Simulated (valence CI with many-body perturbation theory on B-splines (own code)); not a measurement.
# Hf⁵⁹⁺: key properties

Level of theory: valence CI with perturbative core correlation (CI+MBPT): three valence electrons over a frozen Dirac-Fock core [Ne], a basis of 11 s, 11 p, 10 d, 8 f, 5 g, 2 h functions for each j, with the one-electron correlation potential Σ1, the two-electron term Σ2, the three-electron term Σ3, Breit, model QED; selected CI, second order for the rest, scaled by the run's own slope (own B-spline code, finite nucleus).

No measured spectrum was set against this ion. As an estimate, large intervals hold to a few tenths of a per cent, small ones and those within an open d or f shell to about a per cent.

Levels are named by their leading jj configuration (3d3/2^4 stands for four electrons in 3d with j = 3/2), which in mixed levels can hold well under half, so a name can repeat and another be missing.

Rates and lifetimes use the calculated energies. Strong lines usually hold to 10 to 20 %, long lifetimes can be off by a factor of two.

Q: What is the ground level?

A: (3s^2 3p1/2) J=1/2, composition 100 % 3s2 3p 2P°, g = 0.648.

Q: What is the ionisation energy?

A: 6284.9 eV; NIST lists 6284 ± 7 eV (theoretical).

Q: How well does LS coupling describe the low levels?

A: Among the lowest 20 levels the leading LS term, summed over configurations, holds 63 % on average. For single configurations the figures are 61 % in LS and 92 % in jj coupling. Terms mix most in the J = 3/2 level at 5667.1 × 10³ cm⁻¹, where the leading one holds 34 %.

Q: Among levels below 24733 × 10³ cm⁻¹, which E1 lines absorb most strongly from the ground level?

A: to (3s^2 3d3/2) J=3/2 at 2.276 nm, f = 0.452; to (3s 3p1/2 4p1/2) J=3/2 at 0.4095 nm, f = 0.224; to (3s 3p1/2 3p3/2) J=1/2 at 2.490 nm, f = 0.205.

Q: Name the longest-lived excited levels whose lifetime is computed, and their main decay.

A: (3s 3p3/2 3d5/2) J=9/2 at 8413.8 × 10³ cm⁻¹ lives 6.95 ns, mostly by M1 to (3s 3p1/2 3d5/2) J=7/2; (3s^2 3p3/2) J=3/2 at 2573.4 × 10³ cm⁻¹ lives 3.13 ns, mostly by E1 to (3s 3p1/2^2) J=1/2.

Q: Where does the other parity begin?

A: At (3s 3p1/2^2) J=1/2, 1291.8 × 10³ cm⁻¹.
